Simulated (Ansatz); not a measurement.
`[NH2][Sn][OH]` + HCl → `[NH2][Sn][Cl]` + H₂O at 700 K and 1 bar (ligand exchange at the Sn–O bond).

Computed with Ansatz on PBE0-D4/def2-TZVP structures; ΔE is electronic, products minus reactants. CCSD(T)/CBS adds triple-zeta CCSD(T) − MP2 to the extrapolated MP2 energy (def2 sets, frozen cores). This one scheme is used for every species. Elements past krypton have def2 core potentials. For Sn outer-core shells are correlated without core-valence functions, which leaves a few kJ/mol of doubt a bond. Each species was taken in one conformer, which may not be the lowest.

```csv
species,CCSD(T)/CBS energy (Eh),H − E (kJ/mol),S (J/(mol·K))
`[NH2][Sn][OH]`,-345.75638,150.6,382.0
HCl,-460.38127,38.4,211.8
`[NH2][Sn][Cl]`,-729.78832,114.2,374.9
H₂O,-76.37941,80.5,218.4
```

H − E and S are ideal-gas, rigid-rotor, harmonic terms from PBE0-D4/def2-TZVP, for one conformer and one mirror image of each species. 1 Eh = 2625.50 kJ/mol, R = 8.31446 J/(mol·K).

By hand: ΔE, ΔH, ΔS and ΔG.

ΔE = (-729.78832) + (-76.37941) − (-345.75638) − (-460.38127) = -0.03008 Eh = -79.0 kJ/mol. Δ(H − E) = 114.2 + 80.5 − 150.6 − 38.4 = 5.7, so ΔH = -73.3 kJ/mol. ΔS = 374.9 + 218.4 − 382.0 − 211.8 = -0.5 J/(mol·K). ΔG = -73.3 − 700 × (-0.5)/1000 = -73.0 kJ/mol.

By hand: the equilibrium constant, and the temperature at which ΔG would vanish if ΔH and ΔS stayed fixed.

log₁₀ K = −ΔG/(RT ln 10) = 5.4. ΔG = 0 at ΔH/ΔS = 146600 K, far beyond where these terms or the molecules hold.

The number of gas molecules stays the same, so ΔS is small and ΔH decides. A doubt of 5 kJ/mol in ΔE shifts log₁₀ K by 0.4 here. Other conformers and mirror images would add mixing entropy, several J/(mol·K) or more a flexible species. These are equilibria of isolated gas molecules and say nothing of rates. Largest T1 diagnostic: 0.017 (customary marks: 0.02 for closed shells, 0.045 for open ones).
